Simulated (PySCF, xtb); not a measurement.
C3H9NSi, SMILES NC/C=C/[SiH3]. One conformer was computed; it need not be the lowest.

Harmonic wavenumbers (cm⁻¹) from GFN2-xTB in xtb at its own minimum, in rising order: 54, 87, 131, 189, 294, 380, 393, 534, 551, 725, 772, 786, 792, 809, 896, 950, 1020, 1050, 1094, 1103, 1235, 1288, 1310, 1317, 1467, 1571, 1679, 2235, 2249, 2259, 2929, 2964, 3016, 3031, 3377, 3407.

Q: What does B3LYP-D3(BJ)/def2-SVP (PySCF 2.14.0) give at its own minimum? (An estimate is asked for; the answer gives what the named calculation found.)

A: 78, 124, 150, 188, 302, 384, 408, 615, 649, 778, 818, 852, 913, 940, 944, 964, 1020, 1056, 1095, 1143, 1257, 1315, 1358, 1370, 1453, 1640, 1688, 2203, 2210, 2219, 3020, 3071, 3100, 3107, 3481, 3557. Paired by order, the mean absolute difference is 49 cm⁻¹ and the zero-point energies are 68.5 and 70.7 kcal/mol.
